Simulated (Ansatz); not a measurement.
Abridged output of a molecular run in Ansatz:

```
Functional definition: HF
1210 factors; integrals over basis functions are off by at most 1.2e-3 eV
mean field evaluation 1: about -15350.8326 eV, gradient 5.0e1 eV
mean field evaluation 2: about -15351.1217 eV, gradient 5.0e1 eV
mean field evaluation 4: about -15355.6192 eV, gradient 3.0e0 eV
mean field evaluation 8: about -15355.6712 eV, gradient 2.7e-1 eV
mean field -15355.67141621 eV, -564.3105160979 hartree, gradient 3.0e-6 eV, S^2 0.000000; 0 other end points of the search recorded, 0 dependent functions left out
9 core orbitals not correlated: weight in the atoms' cores, before any rotation towards them, 1.000 or more for the frozen orbitals, at most 0.000 for the correlated occupied ones
reference -15355.67141621 eV, -564.3105160979 hartree; 14, 14 occupied and 171, 171 virtual orbitals, 1210 factors
second order -24.85816036 eV of doubles, -0.00000000 eV of singles
cycle   1  -24.55249094 eV  change    3.1e-1 eV  update   1.1e-1
cycle   2  -25.12348051 eV  change   -5.7e-1 eV  update   3.0e-2
cycle   3  -25.25130120 eV  change   -1.3e-1 eV  update   1.5e-2
cycle   4  -25.22995538 eV  change    2.1e-2 eV  update   3.1e-3
cycle   5  -25.22875575 eV  change    1.2e-3 eV  update   1.4e-3
cycle   6  -25.22974623 eV  change   -9.9e-4 eV  update   4.0e-4
cycle   7  -25.22961378 eV  change    1.3e-4 eV  update   1.4e-4
cycle   8  -25.22951663 eV  change    9.7e-5 eV  update   4.2e-5
cycle   9  -25.22951486 eV  change    1.8e-6 eV  update   1.6e-5
perturbative correction -0.90106568 eV, -0.0331135529 hartree
Total energy: -15381.80199675 eV, -565.2707972208 hartree
```

Its atoms:

Cartesian coordinates in Å:
```
F -2.1837 0.7899 0.8658
B -1.0306 0.3728 0.4086
O -0.6282 -0.9510 0.2832
Si 0.7966 -0.2881 -0.3158
O 0.0125 1.1737 -0.0392
H 1.9799 -0.5156 0.5369
H 1.0535 -0.5816 -1.7395
```

Which basis set was used?
A. def2-SVP
B. def2-QZVPP
C. def2-TZVPP
D. cc-pV(Q+d)Z

C. It gives 194 functions.

Write the keys of the input that set method, charge and spin (a neutral closed shell needs none for the last two).


```yaml
correlation: {method: ccsd_t}
```
